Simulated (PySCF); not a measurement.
# Gas-phase XPS of `N[SiH2]S[SiH3]`, computed

H₇NSSi₂.
Numbering: `[NH2:1][SiH2:2][S:3][SiH3:4]`

Theory: delta-SCF UKS SCAN, pcX-2 on the ionised atom, pcseg-1 elsewhere, spin-free X2C (PySCF 2.14.0). These are vertical core ionisation energies against the vacuum level, from separate self-consistent calculations with and without the core hole.

Problem. What binding energy does each computed site have?

Solution. 
```
atom(s)     bonded to     level  binding energy (eV)  2p1/2 (eV)  above the level's lowest (eV)  count
     N1    2 H and Si      N 1s               404.96           –                           0.00      1
    Si2  N, S and 2 H  Si 2p3/2               107.35      107.97                          +0.29      1
    Si2  N, S and 2 H     Si 1s              1847.29           –                          +0.39      1
     S3          2 Si      S 1s              2476.27           –                           0.00      1
    Si4     S and 3 H  Si 2p3/2               107.06      107.69                           0.00      1
    Si4     S and 3 H     Si 1s              1846.90           –                           0.00      1
```

Lowest listed Si 1s: Si4, bonded to S and 3 H. Highest, 0.39 eV above it: Si2, bonded to N, S and 2 H. Summing the Pauling electronegativity differences to the bonded atoms, each weighted by its formal bond order, gives +1.58 for the lowest site and +2.42 for the highest.

Lowest listed Si 2p3/2: Si4, bonded to S and 3 H. Highest, 0.29 eV above it: Si2, bonded to N, S and 2 H.

Problem. What is the longest wavelength that can ionise S 1s of S3 vertically?

Solution. λ = hc/E = 12398.42 eV Å / 2476.27 eV = 5.007 Å.

Problem. Express the binding energy of S 1s of S3 in atomic units and per mole.

Solution. 2476.27 eV = 91.0012 Eh = 238924 kJ/mol.

Not every level is listed. Spin–orbit and ligand-field terms were added within each 2p shell after the spin-free SCF. 2p1/2 minus 2p3/2 (ligand field included): Si 0.62 eV. One conformer (not necessarily the lowest) at the PBE0-D3(BJ)/def2-SVP geometry, without solvent, vibrations or thermal averaging.

Shape of the structure used: `[NH2:1][SiH2:2][S:3][SiH3:4]`: N1–Si2–S3–Si4 -41°, H–N1–Si2–S3 -64°, H–N1–Si2–S3 144°.
